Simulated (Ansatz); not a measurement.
Ansatz (a quantum-chemistry and plane-wave program) input:
A basis named .json is the Basis Set Exchange file of that set.

Ansatz 0.2 input:
```yaml
crystal:
  periodic: [false, false, false]
  atoms:
    - {symbol: C, position_ang: [-0.00000000, -0.00000000, -1.22427249]}
    - {symbol: Cl, position_ang: [0.00000000, 0.00000000, 0.43209617]}
basis:
  gaussian:
    orbitals: def2-QZVPP.json
hamiltonian:
  xc: {name: PBE0}
magnetization: {spin_polarized: true, initial_magnetization: 1}
```

Q: What final total energy does it print?

A: -497.97965 Eh (PBE0/def2-QZVPP). The basis has 127 functions.
